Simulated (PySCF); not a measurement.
A simulated first-order isotropic EPR spectrum at 9.399 GHz has these lines.

```
field (mT)  relative intensity
    328.77                   1
    329.78                   1
    330.50                   1
    331.52                   1
    337.62                   1
    338.64                   1
    339.36                   1
    340.37                   1
```

(1) What is g?

(2) Take the pattern apart into splittings.

(3) The radical has the formula C3H2FS3. Propose a structure, and say which nuclei carry the couplings.

Answers

(1) The pattern is symmetric about 334.57 mT, so g = hν/(μB·B0) = 9399/(13.99624 × 334.57) = 2.0072, a shift of +4.8 × 10⁻³ from the free-electron value.

(2) The first two lines at either end are about 1.02 mT apart, which is the smallest coupling, and their intensity ratio 1:1 counts the nuclei that share it. In full: a 1:1 doublet of 8.86 mT (249 MHz), from 1 nucleus of spin 1/2; a 1:1 doublet of 1.73 mT (49 MHz), from 1 nucleus of spin 1/2; a 1:1 doublet of 1.02 mT (29 MHz), from 1 nucleus of spin 1/2. Check: Σ 2nI·a is the distance from the first to the last line, 11.61 mT.

(3) The pattern alone needn't single out one isomer; the structure behind this simulation is `F[C@@H]1[CH]SC(=S)S1` [radical], numbered [F:1][C@@H:2]1[CH:3][S:4][C:5](=[S:6])[S:7]1 (hydrogens: H8 on C2; H9 on C3). 8.86 mT: 19F at F1 (2 bonds from C3; computed sign +); 1.73 mT: 1H at H9 (α, 1 bond from C3; computed sign −); 1.02 mT: 1H at H8 (β, 2 bonds from C3; computed sign +). The Mulliken spin populations are largest on C3 (+0.74), S6 (+0.21) and S4 (+0.12). The angles at C3 add up to 358.3°, so it is nearly planar; its axial dipolar tensor and the negative coupling of its proton fit spin in a p orbital normal to that plane.

The calculation used UKS B3LYP, pcH-1 on C F H S, non-relativistic, mean-field spin-orbit, GIAO (PySCF). Geometry: GFN2-xTB, one conformer, isolated molecule. A GFN2-xTB geometry isn't a minimum of the functional, and hyperfine couplings can be far from their values at a DFT geometry. No stability test was run, so a lower SCF solution isn't excluded.

First-order positions only. To second order lines move to lower field by a²/(2B0)·[J(J+1) − M²], with J the total spin of the equivalent nuclei and M its projection: up to 0.06 mT for the 8.86 mT coupling at this field.

Rare isotopes and splittings under 0.04 mT were left out of the simulation.
